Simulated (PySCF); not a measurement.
ethenylcyclopropane (C₅H₈), SMILES C(=C)C1CC1. Coordinates come from a B3LYP-D3(BJ)/def2-SVP optimisation. One conformer was computed; it need not be the lowest.

These are B3LYP-D3(BJ)/def2-SVP (PySCF) values and carry that method's errors.

Harmonic wavenumbers (cm⁻¹): 120, 274, 314, 449, 678, 766, 823, 825, 912, 926, 967, 1000, 1022, 1051, 1068, 1120, 1181, 1217, 1230, 1305, 1348, 1438, 1447, 1491, 1719, 3119, 3119, 3124, 3136, 3146, 3208, 3219, 3230. Rotational constants (GHz): 15.12, 3.028, 2.913; symmetry number 1.

### Question
Work out the zero-point energy and the ideal-gas rigid-rotor harmonic-oscillator thermochemistry at 298.15 K and 1 atm.

### Answer
ZPE = ½ Σ hcν = ½ × 49996 cm⁻¹ = 299.04 kJ/mol. H − E(el) = 315.67 kJ/mol. Entropy in J/(mol K): translation 161.39, rotation 105.82, vibration 36.48, total 303.69. G − E(el) = 225.12 kJ/mol. Cp = 90.26 J/(mol K). Modes under 150 cm⁻¹ make the vibrational entropy uncertain.
